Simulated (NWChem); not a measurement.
Everything below was run with NWChem. System: C2H8Si, charge 0, spin multiplicity 1, at a geometry optimised with B3LYP/def2-SVP. The structure started from a generated list of species. Level: RHF/def2-TZVP.

The NWChem input:

```
start mol
memory heap 200 mb stack 900 mb global 1100 mb
geometry units angstroms nocenter noautoz
  Si     0.000000     0.000000    -0.548983
  C     -1.563031     0.000000     0.512365
  C      1.563031     0.000000     0.512365
  H      0.000000     1.206373    -1.434822
  H      0.000000    -1.206373    -1.434822
  H     -1.602188    -0.891199     1.160074
  H     -2.467900     0.000000    -0.116632
  H     -1.602188     0.891199     1.160074
  H      2.467900     0.000000    -0.116632
  H      1.602188    -0.891199     1.160074
  H      1.602188     0.891199     1.160074
  symmetry group C2v
end
basis spherical
  * library def2-tzvp
end
scf
  rhf
  nopen 0
  maxiter 100
  thresh 1e-7
  semidirect memsize 60000000 filesize 0
end
task scf energy
```

Part of the output:

```
             Northwest Computational Chemistry Package (NWChem) 7.3.0
             --------------------------------------------------------

                                NWChem Input Module
                                -------------------

 Scaling coordinates for geometry "geometry" by  1.889725989
 (inverse scale =  0.529177249)

 Turning off AUTOSYM since
 SYMMETRY directive was detected!

                             Geometry "geometry" -> ""
                             -------------------------

 Output coordinates in angstroms (scale by  1.889725989 to convert to a.u.)

  No.       Tag          Charge          X              Y              Z
 ---- ---------------- ---------- -------------- -------------- --------------
    1 Si                  14.0000     0.00000000     0.00000000    -0.54898300
    2 C                    6.0000    -1.56303100     0.00000000     0.51236500
    3 C                    6.0000     1.56303100     0.00000000     0.51236500
    4 H                    1.0000     0.00000000     1.20637300    -1.43482200
    5 H                    1.0000     0.00000000    -1.20637300    -1.43482200
    6 H                    1.0000    -1.60218800    -0.89119900     1.16007400
    7 H                    1.0000    -2.46790000     0.00000000    -0.11663200
    8 H                    1.0000    -1.60218800     0.89119900     1.16007400
    9 H                    1.0000     2.46790000     0.00000000    -0.11663200
   10 H                    1.0000     1.60218800    -0.89119900     1.16007400
   11 H                    1.0000     1.60218800     0.89119900     1.16007400

 Effective nuclear repulsion energy (a.u.)     113.1646895832

            Nuclear Dipole moment (a.u.)
            ----------------------------
        X                 Y               Z
 ---------------- ---------------- ----------------
     0.0000000000     0.0000000000     0.0000113384

      Symmetry information
      --------------------

 Group name             C2v
 Group number             16
 Group order               4
 No. of unique centers     5

      Symmetry unique atoms

     1    2    4    6    7


 Summary of "ao basis" -> "" (spherical)
 ------------------------------------------------------------------------------
       Tag                 Description            Shells   Functions and Types
 ---------------- ------------------------------  ------  ---------------------
 *                         def2-tzvp                  on all atoms

 Summary of "ao basis" -> "ao basis" (spherical)
 ------------------------------------------------------------------------------
       Tag                 Description            Shells   Functions and Types
 ---------------- ------------------------------  ------  ---------------------
 Si                        def2-tzvp                13       37   5s5p2d1f
 C                         def2-tzvp                11       31   5s3p2d1f
 H                         def2-tzvp                 4        6   3s1p

                                 NWChem SCF Module
                                 -----------------

  ao basis        = "ao basis"
  functions       =   147
  atoms           =    11
  closed shells   =    17
  open shells     =     0
  charge          =   0.00
  wavefunction    = RHF
  use symmetry    = T
  symmetry adapt  = T

 Summary of "ao basis" -> "ao basis" (spherical)
 ------------------------------------------------------------------------------
       Tag                 Description            Shells   Functions and Types
 ---------------- ------------------------------  ------  ---------------------
 Si                        def2-tzvp                13       37   5s5p2d1f
 C                         def2-tzvp                11       31   5s3p2d1f
 H                         def2-tzvp                 4        6   3s1p

      Symmetry analysis of basis
      --------------------------

        a1         53
        a2         21
        b1         42
        b2         31

 Forming initial guess at       0.1s

      Superposition of Atomic Density Guess
      -------------------------------------

 Sum of atomic energies:        -368.17654051

      Non-variational initial energy
      ------------------------------

 Total energy =    -369.847030
 1-e energy   =    -729.405287
 2-e energy   =     246.393567
 HOMO         =      -0.386152
 LUMO         =       0.060417

      Symmetry analysis of molecular orbitals - initial
      -------------------------------------------------

  Numbering of irreducible representations:

     1 a1          2 a2          3 b1          4 b2

  Orbital symmetries:

     1 a1          2 a1          3 b1          4 a1          5 b1
     6 a1          7 b2          8 a1          9 b1         10 a1
    11 b2         12 a1         13 b1         14 a2         15 b2
    16 a1         17 b1         18 a1         19 b1         20 a1
    21 a1         22 b2         23 b2         24 a1         25 a2
    26 b1         27 b1

 Starting SCF solution at       1.5s

 ----------------------------------------------
         Quadratically convergent ROHF

 Convergence threshold     :          1.000E-07
 Maximum no. of iterations :          100
 Final Fock-matrix accuracy:          1.000E-09
 ----------------------------------------------

              iter       energy          gnorm     gmax       time
             ----- ------------------- --------- --------- --------
                 1     -369.3395213921  6.66D-01  1.71D-01      1.6
                 2     -369.3765464351  2.02D-01  3.98D-02      1.7
                 3     -369.3808539649  7.70D-03  1.86D-03      2.0
                 4     -369.3808632724  2.50D-05  5.34D-06      2.5
                 5     -369.3808632725  2.96D-09  7.63D-10      3.2

       Final RHF  results
       ------------------

         Total SCF energy =   -369.380863272503
      One-electron energy =   -733.054204865748
      Two-electron energy =    250.508652010051
 Nuclear repulsion energy =    113.164689583194

        Time for solution =      1.7s

       Symmetry analysis of molecular orbitals - final
       -----------------------------------------------

  Numbering of irreducible representations:

     1 a1          2 a2          3 b1          4 b2

  Orbital symmetries:

     1 a1          2 b1          3 a1          4 a1          5 b2
     6 a1          7 b1          8 a1          9 b1         10 a1
    11 b2         12 a1         13 b1         14 a2         15 b2
    16 a1         17 b1         18 a1         19 b1         20 a1
    21 b2         22 a1         23 b2         24 a1         25 b1
    26 a2         27 b1

             Final eigenvalues
             -----------------

              1
    1  -68.7578
    2  -11.2073
    3  -11.2073
    4   -6.1071
    5   -4.2137
    6   -4.2135
    7   -4.2132
    8   -0.9526
    9   -0.9234
   10   -0.6680
   11   -0.5669
   12   -0.5623
   13   -0.5432
   14   -0.5429
   15   -0.4537
   16   -0.4465
   17   -0.4392
   18    0.1306
   19    0.1325
   20    0.1676
   21    0.1884
   22    0.2020
   23    0.2169
   24    0.2255
   25    0.2282
   26    0.2402
   27    0.2424

                       ROHF Final Molecular Orbital Analysis
                       -------------------------------------

 Vector   15  Occ=2.000000D+00  E=-4.537175D-01  Symmetry=b2
              MO Center=  1.2D-14, -6.3D-13, -9.7D-01, r^2= 2.8D+00
   Bfn.  Coefficient  Atom+Function         Bfn.  Coefficient  Atom+Function
  ----- ------------  ---------------      ----- ------------  ---------------
    16      0.273555   1 Si py              101      0.219423   4 H  s
   107     -0.219423   5 H  s

 Vector   16  Occ=2.000000D+00  E=-4.465028D-01  Symmetry=a1
              MO Center=  2.2D-11,  6.4D-13, -2.8D-01, r^2= 3.4D+00
   Bfn.  Coefficient  Atom+Function         Bfn.  Coefficient  Atom+Function
  ----- ------------  ---------------      ----- ------------  ---------------
    17      0.267938   1 Si pz

 Vector   17  Occ=2.000000D+00  E=-4.391812D-01  Symmetry=b1
              MO Center= -2.3D-11,  1.6D-14,  2.3D-01, r^2= 3.2D+00
   Bfn.  Coefficient  Atom+Function         Bfn.  Coefficient  Atom+Function
  ----- ------------  ---------------      ----- ------------  ---------------
    15      0.254562   1 Si px               43     -0.213265   2 C  px
    74     -0.213265   3 C  px               46     -0.206182   2 C  px
    77     -0.206182   3 C  px

 Vector   18  Occ=0.000000D+00  E= 1.305620D-01  Symmetry=a1
              MO Center= -7.1D-14, -1.1D-15,  7.9D-01, r^2= 8.5D+00
   Bfn.  Coefficient  Atom+Function         Bfn.  Coefficient  Atom+Function
  ----- ------------  ---------------      ----- ------------  ---------------
    42      4.044396   2 C  s                73      4.044396   3 C  s
     5     -1.730166   1 Si s                20     -1.481478   1 Si pz
   114     -1.294782   6 H  s               126     -1.294782   8 H  s
   138     -1.294782  10 H  s               144     -1.294782  11 H  s
   120     -1.042493   7 H  s               132     -1.042493   9 H  s

 Vector   19  Occ=0.000000D+00  E= 1.324746D-01  Symmetry=b1
              MO Center=  1.1D-13, -6.2D-15, -7.6D-01, r^2= 9.0D+00
   Bfn.  Coefficient  Atom+Function         Bfn.  Coefficient  Atom+Function
  ----- ------------  ---------------      ----- ------------  ---------------
    42      3.930643   2 C  s                73     -3.930643   3 C  s
    18      2.466026   1 Si px              120     -0.853724   7 H  s
   132      0.853724   9 H  s               114     -0.766278   6 H  s
   126     -0.766278   8 H  s               138      0.766278  10 H  s
   144      0.766278  11 H  s                15      0.549082   1 Si px

 Vector   20  Occ=0.000000D+00  E= 1.675801D-01  Symmetry=a1
              MO Center= -3.6D-14, -3.6D-15, -1.4D+00, r^2= 7.6D+00
   Bfn.  Coefficient  Atom+Function         Bfn.  Coefficient  Atom+Function
  ----- ------------  ---------------      ----- ------------  ---------------
     5      2.598632   1 Si s                20      2.450407   1 Si pz
   120     -1.615665   7 H  s               132     -1.615665   9 H  s
    49     -1.478359   2 C  px               80      1.478359   3 C  px
   114     -0.371728   6 H  s               126     -0.371728   8 H  s
   138     -0.371728  10 H  s               144     -0.371728  11 H  s

 center of mass
 --------------
 x =  -0.00000000 y =   0.00000000 z =  -0.04761117

 moments of inertia (a.u.)
 ------------------
         108.673185299361           0.000000000000           0.000000000000
           0.000000000000         376.942543841273           0.000000000000
           0.000000000000           0.000000000000         312.088102054602

  Mulliken analysis of the total density
  --------------------------------------

    Atom       Charge   Shell Charges
 -----------   ------   -------------------------------------------------------
    1 Si  14    13.55   2.00  0.58  1.39  0.78  0.43  4.12  1.73  0.53  1.32  0.25  0.16  0.22  0.04
    2 C    6     6.51   0.85  1.12  0.46  0.71  0.06  1.24  1.52  0.48  0.01  0.03  0.00
    3 C    6     6.51   0.85  1.12  0.46  0.71  0.06  1.24  1.52  0.48  0.01  0.03  0.00
    4 H    1     1.07   0.24  0.57  0.26  0.01
    5 H    1     1.07   0.24  0.57  0.26  0.01
    6 H    1     0.88   0.26  0.49  0.11  0.02
    7 H    1     0.88   0.26  0.49  0.11  0.02
    8 H    1     0.88   0.26  0.49  0.11  0.02
    9 H    1     0.88   0.26  0.49  0.11  0.02
   10 H    1     0.88   0.26  0.49  0.11  0.02
   11 H    1     0.88   0.26  0.49  0.11  0.02

       Multipole analysis of the density wrt the origin
       ------------------------------------------------

     L   x y z        total         open         nuclear
     -   - - -        -----         ----         -------
     0   0 0 0     -0.000000      0.000000     34.000000

     1   1 0 0      0.000000      0.000000      0.000000
     1   0 1 0     -0.000000      0.000000      0.000000
     1   0 0 1      0.277570      0.000000      0.000011

     2   2 0 0    -21.877735      0.000000    184.859277
     2   1 1 0     -0.000000      0.000000      0.000000
     2   1 0 1      0.000000      0.000000      0.000000
     2   0 2 0    -22.286160      0.000000     21.739262
     2   0 1 1     -0.000000      0.000000      0.000000
     2   0 0 2    -22.796954      0.000000     60.341304

 Task  times  cpu:        3.2s     wall:        3.2s

 Total times  cpu:        3.2s     wall:        3.2s
```
